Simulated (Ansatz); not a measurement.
Consider the ligand exchange at the Si–C bond: `CC([SiH3])[SiH3]` + `[NH2][SnH3]` → `[SiH3][NH][SnH3]` + `CC[SiH3]`.

Isolated molecules relaxed with PBE0-D4/def2-TZVP in Ansatz; ΔE leaves out vibrations. CBS: MP2 limit from def2 TZ/QZ plus the TZ coupled-cluster correction, frozen cores. def2 core potentials past Kr. For Sn outer-core shells are correlated without core-valence functions, which leaves a few kJ/mol of doubt a bond.

```tsv
species	MP2/def2-TZVPP energy (Eh)
`CC([SiH3])[SiH3]`	-660.08881
`[NH2][SnH3]`	-271.27646
`[SiH3][NH][SnH3]`	-561.53010
`CC[SiH3]`	-369.85760
```

Problem. Work out ΔE.

Solution. ΔE = (-561.53010) + (-369.85760) − (-660.08881) − (-271.27646) = -0.02243 Eh = -58.9 kJ/mol. CCSD(T)/CBS gives -59.5 kJ/mol.

Largest T1 diagnostic among the species: 0.013.

Leaving LDA and LC-ωPBE aside and taking each functional with its dispersion term where it has one, the values, not all of them listed here, spread over 19.7 kJ/mol, from BHLYP-D4 to revPBE-D4. In def2-TZVPP, CCSD(T) changes the Hartree–Fock value by +19.9 kJ/mol (the triples alone add +3.1 kJ/mol) and MP2 by +19.3 kJ/mol.
